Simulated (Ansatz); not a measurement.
`[SiH3]C1=COBN1` at its PBE0-D4/def2-TZVP geometry, where that method's forces vanish. Total charge 0; spin multiplicity 1.

```json
{"atom": "Si1", "x (Å)": "1.3445", "y (Å)": "-1.4240", "z (Å)": "-0.0891"}
{"atom": "C2", "x (Å)": "0.0184", "y (Å)": "-0.1396", "z (Å)": "0.0206"}
{"atom": "C3", "x (Å)": "-1.2636", "y (Å)": "-0.3373", "z (Å)": "0.3883"}
{"atom": "O4", "x (Å)": "-1.9838", "y (Å)": "0.8142", "z (Å)": "0.3655"}
{"atom": "B5", "x (Å)": "-1.1250", "y (Å)": "1.8276", "z (Å)": "-0.0410"}
{"atom": "N6", "x (Å)": "0.1335", "y (Å)": "1.2304", "z (Å)": "-0.2582"}
{"atom": "H7", "x (Å)": "0.7425", "y (Å)": "-2.7229", "z (Å)": "0.3000"}
{"atom": "H8", "x (Å)": "1.8878", "y (Å)": "-1.5111", "z (Å)": "-1.4715"}
{"atom": "H9", "x (Å)": "2.4772", "y (Å)": "-1.0984", "z (Å)": "0.8190"}
{"atom": "H10", "x (Å)": "-1.7726", "y (Å)": "-1.2406", "z (Å)": "0.6842"}
{"atom": "H11", "x (Å)": "-1.4571", "y (Å)": "2.9597", "z (Å)": "-0.1609"}
{"atom": "H12", "x (Å)": "0.9982", "y (Å)": "1.6420", "z (Å)": "-0.5570"}
```

Q: For each bond, give half the difference of the two atoms' forces along it (eV/Å; positive pushes the atoms apart) under PBE-D4, r2SCAN-D4, B3LYP-D4, ωB97M-V in def2-TZVPP. (Estimate.)

A: Ansatz gave: 
```tsv
bond	length (Å)	PBE-D4	r2SCAN-D4	B3LYP-D4	ωB97M-V
Si1–C2	1.849	-0.27	-0.19	-0.05	0.07
Si1–H7	1.484	0.09	-0.01	-0.07	-0.12
Si1–H8	1.488	0.08	-0.01	-0.07	-0.13
Si1–H9	1.488	0.08	-0.01	-0.07	-0.13
C2–C3	1.348	0.45	0.21	0.05	-0.20
C2–N6	1.403	0.09	0.21	0.26	0.29
C3–O4	1.358	0.34	0.30	0.34	0.33
C3–H10	1.078	-0.15	-0.21	-0.24	-0.11
O4–B5	1.389	0.34	0.14	0.12	0.10
B5–N6	1.410	0.14	0.10	0.14	0.09
B5–H11	1.186	-0.17	-0.18	-0.25	-0.20
N6–H12	1.003	0.14	-0.08	-0.12	-0.15
```

B3LYP here is the variant with VWN-RPA as its local correlation; programs differ in this.
